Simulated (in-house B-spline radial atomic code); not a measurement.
## Ionising the krypton ion Kr²⁹⁺ with different functionals

Computed with a B-spline radial code for spherical atoms: non-relativistic Hamiltonian, point nucleus, spin-polarised at highest spin, spherical fractional occupations for the functionals. The ionisation energy is the difference of two self-consistent energies, [He] 2s2 2p3 → [He] 2s2 2p2, without Breit or QED terms; ε is the level of the shell that loses the electron (its least bound occupied spin orbital). There is no spin-orbit coupling in this Hamiltonian.

Hybrids are left out here: with spherical fractional occupations of an open shell their exact exchange keeps a self-interaction that integer-occupation calculations don't have.

```
 method      rung  ΔSCF (eV)  -ε(2p) (eV)
   RPBE       GGA          ?            ?
revTPSS  meta-GGA     3390.3       3317.0
  M06-L  meta-GGA          ?            ?
 r2SCAN  meta-GGA     3397.7       3325.9
   TPSS  meta-GGA     3391.6       3318.1
```

Problem. What does RPBE give?

Solution. ΔSCF 3390.3 eV, and -ε(2p) = 3316.6 eV.

Problem. What does M06-L give?

Solution. ΔSCF 3398.2 eV, and -ε(2p) = 3326.6 eV.

Problem. How do they compare with the NIST value?

Solution. NIST lists 3380 eV ± 30 (semi-empirical, ground level to ground level). Errors run from +10.3 to +18.2 eV; all lie within about twice that uncertainty, so the table can't rank the methods.
